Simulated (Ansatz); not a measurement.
Consider the atomization: `[F][Ge]([F])[SeH]`• → 2 F• + Ge• + H• + Se•.

Calculated with Ansatz (gas phase, PBE0-D4/def2-TZVP geometries, no zero-point term in ΔE). CBS: MP2 limit from def2 TZ/QZ plus the TZ coupled-cluster correction, frozen cores. This one scheme is used for every species, atoms too. For atomizations the MP2-based limit and the directly extrapolated one differ by several kJ/mol either way, and by 10 to 25 for some Ge, Se and Sn compounds, so smaller differences from it don't rank the levels. Functionals use def2-TZVPP. B3LYP here is the variant with VWN-RPA as its local correlation; programs differ in this. HSE06 is defined as in plane-wave codes. Open shells (•) are unrestricted, without spin–orbit coupling. Spin–orbit coupling would lower the free atoms: a little for F; clearly for Ge, Se. Bonds to Ge, Se are less sure, by a few kJ/mol each and by 10 to 20 or more in all where they break to atoms, as the def2 sets lack core-valence functions. Scalar relativity is left out up to krypton. Each species was taken in one conformer, which may not be the lowest.

`[F][Ge]([F])[SeH]`•:

Cartesian coordinates in Å:
```
F -0.775 -1.097 -1.288
Ge 0.279 -0.767 0.053
F -0.511 -1.547 1.386
Se 0.267 1.545 0.602
H 0.740 1.866 -0.753
```

```
             level  ΔE (kJ/mol)  difference from CCSD(T)/CBS
         revPBE-D4       1499.6                         -4.9
             B3LYP       1471.3                        -33.2
             HSE06       1478.8                        -25.7
             BHLYP       1386.2                       -118.3
      MP2/def2-SVP       1416.2                        -88.3
     HF/def2-TZVPP        982.3                       -522.2
CCSD(T)/def2-TZVPP       1458.8                        -45.7
     HF/def2-QZVPP        987.1                       -517.4
      HF/CBS(def2)        987.7                       -516.8
     MP2/CBS(def2)       1567.2                         62.7
       CCSD(T)/CBS       1504.5                            0
```

Largest T1 diagnostic among the species: 0.014.

From PBE to PBE0 (25 % exact exchange), in def2-TZVPP and without D4, ΔE moves by −71.5 kJ/mol: exact exchange takes away binding that semilocal exchange gives to molecules. The D4 term adds +18.9 kJ/mol with B3LYP and +9.7 kJ/mol with PBE0; it sums over pairs of atoms, weighted by their polarisabilities, and B3LYP, whose exchange is more repulsive, gets the larger term. At CCSD(T), def2-SVP lies −149.8 kJ/mol from the extrapolated value and def2-TZVPP −45.7 kJ/mol: correlation converges slowly with the basis, and small sets miss more of it in the bonded molecule than in its fragments.
